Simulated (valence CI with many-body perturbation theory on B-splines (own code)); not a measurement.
**Eu LIX: one-electron terms**

Calculated by valence CI with perturbative core correlation (CI+MBPT): three valence electrons over a frozen Dirac-Fock core [He], a basis of 11 s, 11 p, 9 d, 7 f, 5 g, 2 h, 1 i functions for each j, with the one-electron correlation potential Σ1 (screened to all orders), the two-electron term Σ2, the three-electron term Σ3, Breit, model QED; selected single and double excitations, second order for the rest (own B-spline code, finite nucleus).

The last digits are not significant, and no measured levels were compared; by estimate large intervals hold to a few tenths of a per cent, small ones and those within an open d or f shell to about a per cent.

These are the spectroscopic orbitals of the CI (the correlating ones are not listed), shaped by the core and the other valence electrons. h is the expectation value of the core's Dirac-Fock operator, without the valence repulsion; Σ1 is computed up to l = 3 at one energy for each symmetry, that of its lowest orbital but kept below the first core excitation, so for empty shells it is not the orbital's own correlation shift; Breit and QED include the response of the core.

```tsv
Orbital	h (hartree)	Σ1 (cm⁻¹)	Breit (cm⁻¹)	QED (cm⁻¹)	⟨r⟩ (bohr)
2s1/2	-505.57	-1469	74171	86104	0.09046
3s1/2	-220.34	-368	20709	25027	0.2098
4s1/2	-122.32	-145	8250	10265	0.3808
5s1/2	-77.591	-71.7	4131	5174	0.6021
2p1/2	-499.99	-3878	148736	1201	0.07500
3p1/2	-218.78	-883	39971	62.8	0.1955
4p1/2	-121.68	-341	15945	6.2	0.3672
5p1/2	-77.271	-167	7961	-0.4	0.5895
2p3/2	-472.72	-2683	53609	10141	0.08101
3p3/2	-210.68	-612	14775	2678	0.2040
4p3/2	-118.28	-237	6893	1086	0.3785
5p3/2	-75.539	-117	3473	546	0.6034
3d3/2	-210.13	-291	1504	-230	0.1720
4d3/2	-118.05	-125	825	-57.5	0.3471
5d3/2	-75.421	-64.4	416	-21.5	0.5728
3d5/2	-207.77	-255	491	881	0.1749
4d5/2	-117.05	-109	269	408	0.3507
5d5/2	-74.909	-56.1	129	216	0.5770
4f5/2	-117.01	-24.0	9.2	-123	0.3013
5f5/2	-74.89	-13.6	7.6	-59.8	0.5281
4f7/2	-116.53	-22.8	2.7	111	0.3032
5f7/2	-74.641	-12.8	2.2	60.2	0.5303
5g7/2	-74.635		0.0	-39.5	0.4630
5g9/2	-74.487		0.0	31.7	0.4645
```

Among the shells of the start configuration 2s2 2p1, Σ1 is largest in size for 2p1/2, where it is 0.0035 % of h.

Lowest root of each symmetry, sizes in configuration state functions:

| J | Parity | Roots | Reference | Variational | Second order | Change by selected CI (cm⁻¹) | Change by second order (cm⁻¹) |
| --- | --- | --- | --- | --- | --- | --- | --- |
| 1/2 | even | 16 | 50 | 9854 | 5519 | -12227 | 0 |
| 3/2 | even | 19 | 70 | 15500 | 7918 | -6866 | 0 |
| 5/2 | even | 14 | 66 | 16551 | 16540 | -10294 | -1 |
| 7/2 | even | 5 | 41 | 11715 | 22151 | -6345 | -5 |
| 9/2 | even | 2 | 23 | 6935 | 10186 | -12320 | -2 |
| 1/2 | odd | 15 | 48 | 9563 | 5017 | -10976 | 0 |
| 3/2 | odd | 21 | 72 | 15606 | 6599 | -10013 | -1 |
| 5/2 | odd | 13 | 62 | 16490 | 12186 | -15425 | -1 |
| 7/2 | odd | 6 | 43 | 12221 | 13200 | -11264 | -2 |
| 9/2 | odd | 2 | 20 | 7213 | 13926 | -6573 | -3 |
